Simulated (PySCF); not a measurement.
**Correlation energy of Li⁻ (lithium, charge -1)**

[He] 2s2, closed-shell 1S. Computed with PySCF 2.14 in dyall-av3z, with the non-relativistic Hamiltonian (point nucleus). Frozen: 1s2; 2 electrons correlated; the 9 highest virtual orbitals of each spin left out.

With two correlated electrons CCSD is exact within the correlated space (frozen core and kept virtual orbitals).

```
level  correlation energy (mhartree)
 CCSD                         -27.15
```

Diagnostics: T1 = 0.056, D1 = 0.0796, largest double amplitude 0.105.

T1 exceeds 0.03, a sign that the reference determinant is poor.

Cost of the coupled-cluster step: roughly 0.8 core-seconds, for 2 correlated electrons.

Iterations:

```
CC2 = 0
CCSD nocc = 1, nmo = 47
frozen orbitals [0, 48, 49, 50, 51, 52, 53, 54, 55, 56]
max_cycle = 100
direct = 0
conv_tol = 1e-08
conv_tol_normt = 1e-06
diis_space = 8
diis_start_cycle = 0
Init t2, MP2 energy = -7.44495807180414  E_corr(MP2) -0.0167427216189552
Init E_corr(CCSD) = -0.0167427216247245
cycle = 1  E_corr(CCSD) = -0.0212651321701714  dE = -0.00452241055  norm(t1,t2) = 0.0727097
cycle = 2  E_corr(CCSD) = -0.0236782204441711  dE = -0.00241308827  norm(t1,t2) = 0.0407355
cycle = 3  E_corr(CCSD) = -0.0269653548333286  dE = -0.00328713439  norm(t1,t2) = 0.0257142
cycle = 4  E_corr(CCSD) = -0.0270756469260901  dE = -0.000110292093  norm(t1,t2) = 0.00555493
cycle = 5  E_corr(CCSD) = -0.0271580042912658  dE = -8.23573652e-05  norm(t1,t2) = 0.00278889
cycle = 6  E_corr(CCSD) = -0.0271536430733749  dE = 4.36121789e-06  norm(t1,t2) = 0.001506
cycle = 7  E_corr(CCSD) = -0.0271368360824335  dE = 1.68069909e-05  norm(t1,t2) = 0.000400052
cycle = 8  E_corr(CCSD) = -0.027151506874057  dE = -1.46707916e-05  norm(t1,t2) = 0.000184877
cycle = 9  E_corr(CCSD) = -0.0271473931468587  dE = 4.1137272e-06  norm(t1,t2) = 5.23887e-05
cycle = 10  E_corr(CCSD) = -0.0271466012686072  dE = 7.91878252e-07  norm(t1,t2) = 1.15999e-05
cycle = 11  E_corr(CCSD) = -0.0271466512246494  dE = -4.99560422e-08  norm(t1,t2) = 4.87137e-06
cycle = 12  E_corr(CCSD) = -0.0271467292082911  dE = -7.79836417e-08  norm(t1,t2) = 2.28216e-06
cycle = 13  E_corr(CCSD) = -0.0271467094250524  dE = 1.97832386e-08  norm(t1,t2) = 4.62707e-07
cycle = 14  E_corr(CCSD) = -0.0271467084601022  dE = 9.64950217e-10  norm(t1,t2) = 1.23384e-07
CCSD converged
E(CCSD) = -7.455362058645288  E_corr = -0.02714670846010221
```
